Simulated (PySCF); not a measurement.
**Exercise with solution: entropy of an ideal gas**

Sb(Cl)2(OH) (Cl2HOSb), SMILES [OH][Sb]([Cl])[Cl].

Geometry: B3LYP-D3(BJ)/def2-SVP. The def2 effective core potentials stand for the cores of Sb; spin–orbit coupling is left out. Other conformers were not sampled.

B3LYP-D3(BJ)/def2-SVP in PySCF gives the harmonic wavenumbers 111, 121, 175, 272, 349, 361, 622, 851, 3788 cm⁻¹ and the rotational temperatures 0.1280, 0.0876, 0.0662 K. The molar mass is 209.67 g/mol, the symmetry number 1, the spin multiplicity 1.

**Question.** Work out the entropy at 298.15 K and 1 atm in the rigid-rotor, harmonic-oscillator model.

**Answer.** 
Translation (Sackur–Tetrode at 1 atm): S = R[1.5 ln M + 2.5 ln T − 1.16487] = 175.4 J/(mol K).
Rotation: q = (√π/σ) T^1.5/√(θA θB θC) = 335000, S = R[ln q + 3/2] = 118.2 J/(mol K).
Vibration: with u = 1.4388 ν/T, each mode gives R[u/(e^u − 1) − ln(1 − e^−u)]:
```tsv
ν (cm⁻¹)	modes	u	S (J/(mol K))
111	1	0.54	13.60
121	1	0.58	12.90
175	1	0.84	9.96
272	1	1.31	6.63
349	1	1.68	4.90
361	1	1.74	4.68
622	1	3.00	1.73
851	1	4.11	0.71
```
The stiffer modes add less than 0.005 each. Sum 55.1 J/(mol K).
Spin: R ln 1 = 0.0 J/(mol K).
Total 348.8 J/(mol K); the program's own thermochemistry gives 348.7. Translation makes up 50 % and vibration 16 %. Anharmonicity, hindered rotation and orbital degeneracy are left out.
